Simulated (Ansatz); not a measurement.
Process, species as SMILES: Cl/C=[C]\[H] → 2 C atom + Cl atom + 2 H atom
B3LYP-D3(BJ)/def2-TZVP geometries, fixed; electronic energies without zero-point terms.

Effect of a fitting basis named in the input at PBE0/aug-cc-pV(T+d)Z with Ansatz (a first-principles code), against the last row, where the atomisation energy is 430.73 kcal/mol. Open shells are unrestricted. The default fits or decomposes integrals by the program's own choice; accuracy: high also tightens integrals, grids and stops.

| setting | largest shift of a total energy (mEh) | shift of the atomisation energy (kcal/mol) |
|---|---|---|
| fitting: def2-SV(P)-JKFIT | -0.028 | -0.038 |
| fitting: def2-universal-JKFIT | -0.028 | -0.038 |
| fitting: cc-pVTZ-JKFIT | -0.010 | -0.010 |
| fitting: cc-pVQZ-JKFIT | -0.010 | -0.006 |
| fitting: cc-pV5Z-JKFIT | -0.010 | -0.007 |
| accuracy: high | -0.007 | 0.000 |
| accuracy: medium (default) | 0.000 | 0.000 |

Within 0.02 kcal/mol in the atomisation energy: fitting: cc-pVTZ-JKFIT; fitting: cc-pVQZ-JKFIT; fitting: cc-pV5Z-JKFIT; accuracy: high. The largest shift is 0.028 mEh in a total energy and 0.038 kcal/mol in the difference.
